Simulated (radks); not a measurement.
The mean radii <r> (bohr) of the occupied orbitals of an atom or ion are listed with their occupations. Calculated with a radial shooting solver on a logarithmic mesh with Libxc functionals: Dirac Kohn-Sham, PBE, spin-unpolarised, spherical densities, point nucleus.

orbital  occ.      <r>
1s1/2       2  0.02780
2s1/2       2   0.1175
2p1/2       2  0.09907
2p3/2       4   0.1044
3s1/2       2   0.2851
3p1/2       1   0.2706

Name the element and its charge. Open shells, if any, fill j = l - 1/2 first.

Answer. Z = 52, tellurium, charge +39: Te39+ in [Ne] 3s2 3p1. The 1s radius gives Z: for a bare nucleus <r> = (2 gamma + 1)/(2Z) with gamma = sqrt(1 - (Z/c)^2), 0.02741 bohr for Z = 52, and screening makes it slightly larger (0.02780 here). The occupations add up to 13, and the charge is Z minus that.
